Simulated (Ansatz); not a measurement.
Consider the homolysis of the Ga–Si bond: `N[SiH](O)[GaH2]` → `[GaH2]`• + `N[SiH]O`•.

Gas-phase electronic energies from Ansatz, PBE0-D4/def2-TZVP geometries. CBS: MP2 limit from def2 TZ/QZ plus the TZ coupled-cluster correction, frozen cores. DFT in def2-TZVPP. B3LYP here is the variant with VWN-RPA as its local correlation; programs differ in this. No spin–orbit coupling; open shells (•) take unrestricted orbitals. For Ga outer-core shells are correlated without core-valence functions, which leaves a few kJ/mol of doubt a bond. Scalar relativity is left out up to krypton. One conformer a species, not always the lowest.

(1) What is ΔE at CCSD(T)/CBS? (Best estimate.)

(2) What do these levels give: BLYP-D4, r2SCAN-D4, r2SCANh-D4, BHLYP-D4, CAM-B3LYP-D4, BLYP, B3LYP, r2SCAN0, MP2/def2-SVP, HF/def2-TZVPP, HF/def2-QZVPP, SCS-MP2/def2-QZVPP? (An estimate is asked.)

Largest T1 diagnostic among the species: 0.015.

Answers

(1) The calculation gave: +314.9 kJ/mol.

(2) Ansatz gave: BLYP-D4 277.7, r2SCAN-D4 279.6, r2SCANh-D4 279.8, BHLYP-D4 290.9, CAM-B3LYP-D4 291.8, BLYP 261.8, B3LYP 273.1, r2SCAN0 277.7, MP2/def2-SVP 288.9, HF/def2-TZVPP 208.1, HF/def2-QZVPP 205.8, SCS-MP2/def2-QZVPP 310.2 kJ/mol.

From PBE to PBE0 (25 % exact exchange), in def2-TZVPP and without D4, ΔE moves by +4.3 kJ/mol. At CCSD(T), def2-SVP lies −27.2 kJ/mol from the extrapolated value and def2-TZVPP −13.6 kJ/mol: correlation converges slowly with the basis, and small sets miss more of it in the bonded molecule than in its fragments. The D4 term adds +13.0 kJ/mol with B3LYP and +7.2 kJ/mol with PBE0; it sums over pairs of atoms, weighted by their polarisabilities, and B3LYP, whose exchange is more repulsive, gets the larger term.
